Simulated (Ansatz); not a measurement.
`[NH]=[Nb]([F])([Cl])[Cl]` + HCl → `[NH]=[Nb]([Cl])([Cl])[Cl]` + H–F at 700 K and 1 bar (ligand exchange at the Nb–F bond).

Computed with Ansatz on PBE0-D4/def2-TZVP structures; ΔE is electronic, products minus reactants. CCSD(T)/CBS is the MP2 limit (def2-TZVPP, def2-QZVPP) plus CCSD(T) − MP2 in def2-TZVPP, frozen cores. This one scheme is used for every species. def2 core potentials past Kr. For Nb outer-core shells are correlated without core-valence functions, which leaves a few kJ/mol of doubt a bond. Each species was taken in one conformer, which may not be the lowest.

| species | CCSD(T)/CBS energy (Eh) | H − E (kJ/mol) | S (J/(mol·K)) |
| --- | --- | --- | --- |
| `[NH]=[Nb]([F])([Cl])[Cl]` | -1131.78423 | 114.4 | 453.9 |
| HCl | -460.38127 | 38.4 | 211.8 |
| `[NH]=[Nb]([Cl])([Cl])[Cl]` | -1491.77122 | 113.7 | 458.1 |
| H–F | -100.39570 | 45.2 | 198.5 |

H − E and S are ideal-gas, rigid-rotor, harmonic terms from PBE0-D4/def2-TZVP, for one conformer and one mirror image of each species. 1 Eh = 2625.50 kJ/mol, R = 8.31446 J/(mol·K).

Q: By hand: ΔE, ΔH, ΔS and ΔG.

A: ΔE = (-1491.77122) + (-100.39570) − (-1131.78423) − (-460.38127) = -0.00142 Eh = -3.7 kJ/mol. Δ(H − E) = 113.7 + 45.2 − 114.4 − 38.4 = 6.1, so ΔH = 2.4 kJ/mol. ΔS = 458.1 + 198.5 − 453.9 − 211.8 = -9.1 J/(mol·K). ΔG = 2.4 − 700 × (-9.1)/1000 = 8.8 kJ/mol.

Q: By hand: the equilibrium constant, and the temperature at which ΔG would vanish if ΔH and ΔS stayed fixed.

A: log₁₀ K = −ΔG/(RT ln 10) = -0.7. ΔH and −TΔS have one sign here, so there is no such temperature.

TΔS isn't small against ΔH here. A doubt of 5 kJ/mol in ΔE shifts log₁₀ K by 0.4 here. Other conformers and mirror images would add mixing entropy, several J/(mol·K) or more a flexible species. These are equilibria of isolated gas molecules and say nothing of rates. Largest T1 diagnostic: 0.020 (customary marks: 0.02 for closed shells, 0.045 for open ones).

ΔS is within the doubt of such terms, so its sign, and with it that verdict, could turn.
